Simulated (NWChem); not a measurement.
System: Si2N2H8; SMILES N([SiH3])[SiH2]N

```xyz
12

Si     0.0660    -2.0220     0.0724
N      0.3276    -0.3901    -0.4700
Si    -0.5196     1.0766    -0.0752
N      0.6199     2.3316     0.2440
H      1.3655    -2.6692     0.4395
H     -0.5783    -2.8981    -0.9589
H     -0.8221    -1.9738     1.2705
H      1.0524    -0.2728    -1.1756
H     -1.4288     0.6803     1.0472
H     -1.3540     1.6272    -1.1893
H      1.2669     2.2797     1.0224
H      0.3996     3.2909     0.0045
```
Atoms are numbered in this order, from 1.

Program: NWChem. Geometry: optimised at PBE0/def2-SVP. GIAO values for the isolated, static molecule; σ is the absolute isotropic shielding, δ = σ(reference) − σ with the isolated reference molecule computed at the same levels (1H: tetramethylsilane, 15N: ammonia, 29Si: tetramethylsilane).

```
level                                 δ Si1 (ppm)  δ N2 (ppm)  δ Si3 (ppm)  δ N4 (ppm)  δ H5 (rotor mean) (ppm)  δ H8 (ppm)  δ H11 (ppm)
------------------------------------  -----------  ----------  -----------  ----------  -----------------------  ----------  -----------
BHandHLYP/pcSseg-1                            [?]         [?]          [?]         [?]                      [?]       -0.21         0.41
KT2/pcSseg-1                                -55.9        25.3        -33.1        27.6                     4.82       -0.22         0.37
LDA (Slater exchange, VWN5)/pcSseg-1        -58.7        34.4        -31.4        35.2                     5.08       -0.11         0.40
```

**Question.** What belongs in the gaps?

**Answer.** 
- BHandHLYP/pcSseg-1, δ Si1 (ppm): -57.0
- BHandHLYP/pcSseg-1, δ N2 (ppm): 19.6
- BHandHLYP/pcSseg-1, δ Si3 (ppm): -37.6
- BHandHLYP/pcSseg-1, δ N4 (ppm): 21.2
- BHandHLYP/pcSseg-1, δ H5 (rotor mean) (ppm): 4.44
